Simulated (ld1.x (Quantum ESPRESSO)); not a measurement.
## Varying the PAW potential for nickel

Base potential:

```
Element                 : Ni (Z = 28)
Generator               : ld1.x (Quantum ESPRESSO) 7.5
Type                    : PAW
Functional              : PBEsol
Relativity              : scalar-relativistic
Frozen core             : [Ne] 3s2
Valence charge          : 16
Reference configuration : 3p6 3d8 4s2 4p0
Partial waves           : 4s (bound): rcut 1.55, rcutus 1.90 bohr; 4s channel at 2.7 Ry: rcut 1.55, rcutus 1.90 bohr; 3p (bound): rcut 1.40, rcutus 1.75 bohr; 4p (bound, empty): rcut 1.40, rcutus 1.75 bohr; 3d (bound): rcut 0.70, rcutus 0.75 bohr; 3d channel at -0.25 Ry: rcut 0.70, rcutus 0.75 bohr; 4f channel at 0.1 Ry: rcut 1.55, rcutus 1.90 bohr; 4f channel at 1.55 Ry: rcut 1.55, rcutus 1.90 bohr
Local potential         : all-electron potential smoothed inside 0.70 bohr (lloc = -1)
Core correction         : a·sin(br)/r model core, default radius (ld1.x builds one for every PAW set, though the input has nlcc=.false.)
Augmentation charge     : BESSEL, radius 0.60 bohr
```

All-electron outer shells of the reference configuration (PBEsol, scalar-relativistic, ld1.x):

```csv
shell,level (eV),outermost node (bohr),outermost maximum (bohr)
2p,-844.17,–,0.16
3s,-110.78,0.30,0.64
3p,-71.25,0.27,0.65
3d,-8.90,–,0.63
4s,-5.66,0.92,2.24
4p,-1.19,1.00,3.14
```

Cutoffs, loose and tight: the cutoffs (Ry, on a coarse ladder) from which the occupation-weighted sum of valence levels, in a spherical-Bessel basis at the reference potential, stays within 10 and 1 mRy of its value at 400 Ry. They do not see the model core or the augmentation charge, which bear on the density cutoff. Test errors are all-electron minus pseudo excitation energies from the reference, over the configurations 3p6 3d8 4s1 4p0; 3p6 3d8 4s0 4p0; 3p6 3d7 4s0 4p0; 3p6 3d8.5 4s1.5 4p0; 3p6 3d8 4s0 4p2; 3p6 3d9 4s0 4p0; 3p6 3d8 4s1.5 4p0. A dash means not determined; rows that change the core or the reference have their own tests.

A true bound ghost makes a file unfit for plane-wave use even where its test errors are small: the radial tests pick states by their node count and pass the ghost by.

Cutoffs are not given where the Bessel-basis levels miss the radial ones by over 6 mRy, ghosts where they miss by over 20 mRy; a channel whose overlap is not positive is not tested.

The default core radius of the base comes out at 0.35 bohr.

A file whose overlap is not positive is unfit for use, and its test errors describe a broken file.

| change | outcome | bound ghosts | largest test error (meV) |
| --- | --- | --- | --- |
| base | generated, overlap not positive | s (f not tested, overlap not positive) | +27 |
| core [Ne], valence charge 18; reference 3s2 3p6 3d8 4s2 4p0; waves now 3s (bound): rcut 1.10, rcutus 1.25 bohr; 4s (bound): rcut 1.10, rcutus 1.25 bohr; 3p (bound): rcut 1.10, rcutus 1.30 bohr; 4p (bound): rcut 1.10, rcutus 1.30 bohr; 3d (bound): rcut 0.85, rcutus 0.95 bohr; 3d channel at -0.25 Ry: rcut 0.85, rcutus 0.95 bohr; 4f channel at 0.1 Ry: rcut 1.00, rcutus 1.30 bohr; 4f channel at 1.55 Ry: rcut 1.00, rcutus 1.30 bohr; local potential all-electron potential smoothed inside 0.75 bohr (lloc = -2); core correction Bessel-smoothed model core inside 0.50 bohr; augmentation BESSEL, radius 0.75 bohr | generated, overlap not positive | not determined (overlap not positive) | +9.6 |
| wave 3d channel at -0.25 Ry: rcut 0.70, rcutus 0.75 bohr becomes 3d channel at -0.54 Ry: rcut 0.70, rcutus 0.75 bohr | generated, overlap not positive | s (f not tested, overlap not positive) | +30 |
| type ultrasoft; waves now 4s (bound): rcut 1.55, rcutus 1.90 bohr; 4s channel at 2.7 Ry: rcut 1.55, rcutus 1.90 bohr; 3p (bound): rcut 1.40, rcutus 1.75 bohr; 4p (bound): rcut 1.40, rcutus 1.75 bohr; 3d (bound): rcut 0.70, rcutus 0.75 bohr; 3d channel at -0.25 Ry: rcut 0.70, rcutus 0.75 bohr; 4f channel at 0.1 Ry: rcut 1.55, rcutus 1.90 bohr; local potential all-electron potential smoothed inside 1.25 bohr (lloc = -1); core correction none; augmentation PSQ, inside the norm-conserving radii | generated, overlap not positive | s (f not tested, overlap not positive) | +7.7 |
| waves 4f channel at 0.1 Ry: rcut 1.55, rcutus 2.80 bohr; 4f channel at 1.55 Ry: rcut 1.55, rcutus 2.80 bohr | generated, overlap not positive | s (f not tested, overlap not positive) | +28 |
| core correction a·sin(br)/r model core inside 0.50 bohr | generated, overlap not positive | s (f not tested, overlap not positive) | +22 |

Task: What comes out with this change to the base: augmentation PSQ, inside the norm-conserving radii?

Result: outcome: generated, overlap not positive; bound ghosts: s (f not tested, overlap not positive); largest test error (meV): -39. A file whose overlap is not positive is unfit for use, and its test errors describe a broken file.
